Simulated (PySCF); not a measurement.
Si(Cl)(F)2(nBu), SMILES F[Si](F)(Cl)CCCC (C4H9ClF2Si), GFN2-xTB optimised geometry.

```
17

C     -2.65     1.18     0.25
C     -1.14     1.09     0.13
C     -0.66    -0.36     0.11
C      0.87    -0.45     0.00
Si     1.53    -2.22     0.00
F      3.13    -2.22     0.00
F      1.24    -2.92     1.41
Cl     0.88    -3.41    -1.45
H     -2.97     2.22     0.26
H     -3.00     0.70     1.16
H     -3.13     0.68    -0.60
H     -0.68     1.61     0.97
H     -0.81     1.59    -0.78
H     -0.99    -0.86     1.03
H     -1.12    -0.88    -0.73
H      1.18     0.07    -0.91
H      1.31     0.09     0.83
```

Density from B3LYP/def2-SVP in PySCF at that geometry.

Minimum of the electron density along straight lines between bonded atoms, close to the bond critical point (lines longer than 1.1 times the sum of covalent radii, or with two minima, are not listed):

```
bond     length / Å  ρ at the minimum / e bohr⁻³  ∇²ρ there / e bohr⁻⁵  position (fraction from the first atom)
-------  ----------  ---------------------------  --------------------  ---------------------------------------
C1–C2         1.524                        0.246                 -0.57                                     0.50
C2–C3         1.527                        0.246                 -0.57                                     0.50
C3–C4         1.534                        0.238                 -0.53                                     0.49
C4–Si5        1.886                        0.121                  0.28                                     0.62
Si5–F6        1.602                        0.122                  1.12                                     0.42
Si5–F7        1.602                        0.122                  1.12                                     0.42
Si5–Cl8       1.985                        0.105                  0.38                                     0.37
C1–H9         1.087                        0.277                 -1.02                                     0.62
C1–H10        1.088                        0.277                 -1.01                                     0.62
C1–H11        1.088                        0.277                 -1.01                                     0.62
C2–H12        1.092                        0.277                 -1.00                                     0.62
C2–H13        1.092                        0.277                 -1.00                                     0.62
C3–H14        1.092                        0.278                 -1.01                                     0.62
C3–H15        1.092                        0.278                 -1.01                                     0.62
C4–H16        1.092                        0.272                 -0.97                                     0.62
C4–H17        1.093                        0.272                 -0.97                                     0.63
```
